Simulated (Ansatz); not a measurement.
Abridged output of a molecular run in Ansatz:

```
Functional definition: HF
1601 factors; integrals over basis functions are off by at most 9.2e-4 eV
mean field evaluation 1: about -33272.6089 eV, gradient 4.0e1 eV
mean field evaluation 2: about -33272.7282 eV, gradient 4.0e1 eV
mean field evaluation 4: about -33276.0339 eV, gradient 3.8e0 eV
mean field evaluation 8: about -33276.0815 eV, gradient 2.5e-1 eV
mean field -33276.08183503 eV, -1222.8734520990 hartree, gradient 1.9e-6 eV, S^2 0.000000; 0 other end points of the search recorded, 0 dependent functions left out
16 core orbitals not correlated: weight in the atoms' cores, before any rotation towards them, 1.000 or more for the frozen orbitals, at most 0.000 for the correlated occupied ones
reference -33276.08183503 eV, -1222.8734520990 hartree; 20, 20 occupied and 202, 202 virtual orbitals, 1601 factors
second order -28.88975283 eV of doubles, -0.00000000 eV of singles
cycle   1  -29.03915276 eV  change   -1.5e-1 eV  update   1.3e-1
cycle   2  -29.68779226 eV  change   -6.5e-1 eV  update   4.1e-2
cycle   3  -29.86309197 eV  change   -1.8e-1 eV  update   2.6e-2
cycle   4  -29.85912988 eV  change    4.0e-3 eV  update   8.5e-3
cycle   5  -29.84930194 eV  change    9.8e-3 eV  update   4.5e-3
cycle   6  -29.85075336 eV  change   -1.5e-3 eV  update   1.7e-3
cycle   7  -29.85088838 eV  change   -1.4e-4 eV  update   7.6e-4
cycle   8  -29.85076002 eV  change    1.3e-4 eV  update   2.4e-4
cycle   9  -29.85087049 eV  change   -1.1e-4 eV  update   9.6e-5
cycle  10  -29.85089353 eV  change   -2.3e-5 eV  update   3.4e-5
perturbative correction -1.16546531 eV, -0.0428300602 hartree
Total energy: -33307.09819388 eV, -1224.0132822629 hartree
```

Its atoms:

Z-matrix (Å, degrees):
```
C
O 1 1.412
H 1 1.097 2 113.7
H 1 1.094 2 108.3 3 -119.9
H 1 1.096 2 110.6 3 121.6
In 2 1.957 1 121.9 3 -22.1
Cl 6 2.291 2 120.4 1 -176.3
Cl 6 2.308 2 118.2 1 4.9
```

(1) Which basis set was used?
A. def2-SVPD
B. def2-TZVPP
C. def2-TZVPPD
D. cc-pV(D+d)Z

(2) Write the keys of the input that set method, charge and spin (a neutral closed shell needs none for the last two).

Answers

(1) B. It gives 238 functions.

(2) 
```yaml
correlation: {method: ccsd_t}
```
